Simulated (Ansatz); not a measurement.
Reaction (ligand exchange at the Si–O bond): `O[SiH2]CCl` + HBr → `ClC[SiH2]Br` + H₂O

Computed with Ansatz on PBE0-D4/def2-TZVP structures; ΔE is electronic, products minus reactants. CCSD(T)/CBS adds triple-zeta CCSD(T) − MP2 to the extrapolated MP2 energy (def2 sets, frozen cores). This one scheme is used for every species. DFT in def2-TZVPP. B3LYP here is the variant with VWN-RPA as its local correlation; programs differ in this. For Br outer-core shells are correlated without core-valence functions, which leaves a few kJ/mol of doubt a bond. Scalar relativity is left out up to krypton. Each species was taken in one conformer, which may not be the lowest.

```csv
level,ΔE (kJ/mol)
PBE0-D4,-4.6
PBE,-1.6
B3LYP,9.1
SCS-MP2/def2-TZVPP,4.7
CCSD/def2-TZVPP,6.2
CCSD(T)/def2-TZVPP,5.1
SCS-MP2/def2-QZVPP,1.1
MP2/CBS(def2),-7.6
```

Task: What does CCSD(T)/CBS give? (Estimate.)

Result: Ansatz gave: -2.2 kJ/mol. The listed levels differ from it by -2.4, 0.6, 11.3, 6.9, 8.4, 7.3, 3.3, -5.4 kJ/mol.

Largest T1 diagnostic among the species: 0.010.

In def2-TZVPP, CCSD(T) changes the Hartree–Fock value by −6.4 kJ/mol (the triples alone add −1.2 kJ/mol) and MP2 by −11.7 kJ/mol. The D4 term adds −4.2 kJ/mol with B3LYP and −2.3 kJ/mol with PBE0; it sums over pairs of atoms, weighted by their polarisabilities, and B3LYP, whose exchange is more repulsive, gets the larger term.
